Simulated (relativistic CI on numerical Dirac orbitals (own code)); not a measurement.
## One change at a time: As XXXII

Base calculation: Dirac-Coulomb-Breit CI, orbitals from a KLI potential per configuration, QED by a radiative potential, unscaled Slater integrals.

Configuration list: 1s2, 1s.2s, 1s.2p, 1s.3s, 1s.3p, 1s.3d, 1s.4s, 1s.4p, 1s.4d, 1s.4f, 1s.5s, 1s.5p, 1s.5d, 1s.5f, 1s.5g, 1s.6s, 1s.6p, 1s.6d. Levels of other configurations are missing.

Variants: (1) valence Slater integrals scaled by 0.9; (2) non-relativistic limit. Shifts of the energy above 1s2 1S_0, in eV, for the lowest level and the first level of each name with at least 55 % of one term (blank where a level changes its place among those of its configuration and J or its character, or is not in the variant):

| Level | Base | Δ(1) | Δ(2) |
| --- | --- | --- | --- |
| 1s2 1S_0 | 0.0 | 0.0 | 0.0 |
| 1s.2s 3S_1 | 10845.4 | +1.0 | -123.8 |
| 1s.2p 3P°_0 | 10884.8 | +0.7 | -129.9 |
| 1s.2p 3P°_1 | 10887.6 | +0.2 | -132.7 |
| 1s.2s 1S_0 | 10887.8 | -3.0 | -128.5 |
| 1s.2p 3P°_2 | 10931.3 | +0.7 | -176.4 |
| 1s.2p 1P°_1 | 10953.5 | -1.7 | -169.7 |
| 1s.3s 3S_1 | 12860.5 | +0.3 | -165.3 |
| 1s.3p 3P°_0 | 12871.4 | +0.2 | -166.9 |
| 1s.3s 1S_0 | 12871.8 | -0.8 | -166.6 |
| 1s.3p 3P°_1 | 12872.2 | +0.1 | -167.7 |
| 1s.3p 3P°_2 | 12885.2 | +0.2 | -180.7 |
| 1s.3d 3D_2 | 12890.6 | 0.0 | -180.7 |
| 1s.3d 3D_1 | 12890.8 | 0.0 | -180.9 |

At this charge energies of transitions that change n are usually good to better than 1 %, and those within a shell (Δn = 0) to a few per cent.

Ionisation energy from the two ground configurations alone: base 14445.9 eV. The NIST ASD value (theoretical) is 14447.7 eV.

LS names give the leading component of a level, which can be under half, so a name can repeat, a term be missing and a line seem to break the LS rules.
